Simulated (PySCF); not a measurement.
H2N, doublet, geometry from GFN2-xTB.

The PySCF input:
```python
from pyscf import gto, scf, cc

mol = gto.M(
    atom='''
N    -0.001514    0.003605    0.129454
H     0.006848    0.817050   -0.476178
H     0.003748   -0.842286   -0.430003
''',
    basis='3-21g',
    charge=0,
    spin=1,
    verbose=4,
)

mf = scf.UHF(mol)
mf.kernel()

mycc = cc.CCSD(mf)
mycc.kernel()
et = mycc.ccsd_t()
print('E(CCSD(T)) = %.10f' % (mycc.e_tot + et))
mf.analyze()
```

### Question
What does this run give for the SCF-reference <S^2>, MP2 correlation energy, total energy, SCF-reference HOMO energy, coupled-cluster correlation energy (without the perturbative part), number of basis functions?

### Answer

| Item | Result |
|---|---|
| SCF-reference <S^2> | 0.756 |
| MP2 correlation energy | -0.0840 Eh |
| total energy | -55.3433 Eh |
| SCF-reference HOMO energy | -11.41 eV |
| coupled-cluster correlation energy (without the perturbative part) | -0.0974 Eh |
| number of basis functions | 13 |

These values belong to the state on which the SCF converged, which isn't shown to be the lowest.
